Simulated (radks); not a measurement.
Coulomb parameter of the 4d shell of the zirconium ion Zr+ in the model configuration [Kr] 4d2 5s1, as a second difference U = [E(n + 0.5) + E(n - 0.5) - 2 E(n)] / (0.5)^2 with all orbitals relaxed. "Bare": the charge of the atom changes with n. "Screened": the 5s shell takes up the change at fixed total charge, which measures U(4d,4d) + U(5s,5s) - 2 U(4d,5s). All-electron calculation, Dirac Kohn-Sham, PBE, spin-unpolarised, spherical densities, point nucleus; open shells are shared between the two j in proportion to 2j + 1. Program: a radial shooting solver on a logarithmic mesh with Libxc functionals.

case,configuration,E - E(n) (eV)
start,[Kr] 4d2 5s1,0.000
bare +0.5,[Kr] 4d2.5 5s1,-3.930
bare -0.5,[Kr] 4d1.5 5s1,6.140
screened +0.5,[Kr] 4d2.5 5s0.5,0.090
screened -0.5,[Kr] 4d1.5 5s1.5,0.137

U(bare) = 8.840 eV, U(screened by 5s) = 0.909 eV.
